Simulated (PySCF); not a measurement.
# Working out the ionisation energy of Bi⁺

Bi⁺ [Xe] 4f14 5d10 6s2 6p2 (3P) → Bi²⁺ [Xe] 4f14 5d10 6s2 6p1 (2P). All numbers are calculated (PySCF 2.14, the spin-free X2C one-electron Hamiltonian (Gaussian nucleus), in ANO-RCC-VTZP). Frozen: [Kr] 4d10 4f14. Energies in hartree (1 hartree = 27.21139 eV):

| part | Bi⁺ (lower) | Bi²⁺ (upper) |
| --- | --- | --- |
| UHF | -21528.032465 | -21527.468180 |
| MP2 opposite-spin | -0.411112 | -0.401652 |
| MP2 same-spin | -0.225882 | -0.215665 |

Problem. What does Hartree-Fock give?

Solution. (-21527.468180) − (-21528.032465) = 0.564285 hartree = 15.355 eV.

Problem. What do MP2 and SCS-MP2 (6/5 opposite-spin, 1/3 same-spin) give?

Solution. The opposite-spin parts differ by 0.257 eV and the same-spin parts by 0.278 eV. MP2: 15.355 + (0.257) + (0.278) = 15.890 eV. SCS-MP2: 15.355 + 1.2 × (0.257) + (0.278)/3 = 15.756 eV.

Reference: 16.703 eV (measured; NIST Atomic Spectra Database, ionization energies), between the lowest levels; spin-orbit coupling is absent from the calculation.

What remains against the reference includes basis incompleteness, the frozen core and correlation beyond second order.
